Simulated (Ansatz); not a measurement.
Ideal-gas functions of INa, SMILES `[Na][I]` at 500 K and 1 bar, from an Ansatz frequency run at PBE0-D4/def2-TZVP.

Molar mass 149.89 g/mol, point group C∞v (symmetry number 1), electronic degeneracy 1, moments of inertia 143.374 u Å². Harmonic wavenumbers (cm⁻¹, unscaled): 256.

Use S(trans) = R[1.5 ln M + 2.5 ln T − 1.1517]; rotational temperatures θ = 24.2544 K / I; S(rot) = R[ln(T/σθ) + 1]; for each mode x = 1.438777 ν̃/T, S = R[x/(eˣ − 1) − ln(1 − e⁻ˣ)] and H = RT x/(eˣ − 1); 1 cm⁻¹ = 0.0119627 kJ/mol; R = 8.31446 J/(mol·K).

Task: By hand: the entropy, in J/(mol·K).

Result: Translation 182.1. Rotation: θ = 0.1692 K, giving 74.8. Vibration, mode by mode: 11.04, in all 11.0. Electronic 0.0. Sum 267.9 J/(mol·K).

Task: By hand: H − E and G − E in kJ/mol, counted from the electronic energy.

Result: Zero-point energy ½ × 256 × 0.0119627 = 1.5; thermal vibration 2.8; translation, rotation and pV give 3.5 RT = 14.6. H − E = 18.9 kJ/mol, and G − E = 18.9 − 500 × 267.9/1000 = -115.0 kJ/mol.

Vibration gives 4 % of the entropy.
